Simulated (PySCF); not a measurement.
Cl3Ge, SMILES [Cl][Ge]([Cl])[Cl], multiplicity 2.

Geometry: B3LYP-D3(BJ)/def2-SVP. The isomer is the one that the SMILES or the coordinates give; other isomers of the formula were not compared.

Calculation: PBE/def2-TZVPD run with PySCF.

Gas-phase values at a fixed geometry.

```
Property                                                                                                        Result
---------------------------------------------------------------------------------------------  -----------------------
total energy                                                                                       -3456.87883 hartree
point group                                                                                                        C3v
α spin, highest occupied and lowest empty level                                                     -6.61 and -2.25 eV
β spin, highest occupied and lowest empty level                                                     -8.03 and -5.66 eV
dipole moment                                                                                                   1.13 D
quadrupole, principal values (traceless, Buckingham form, about the centre of nuclear charge)   -1.63, -1.63, 3.26 D·Å
mean static polarisability                                                                       80.8 bohr³ (11.97 Å³)
polarisability, principal values                                                                61.2, 90.6, 90.6 bohr³
⟨S²⟩                                                                                           0.752 (pure state 0.75)
```
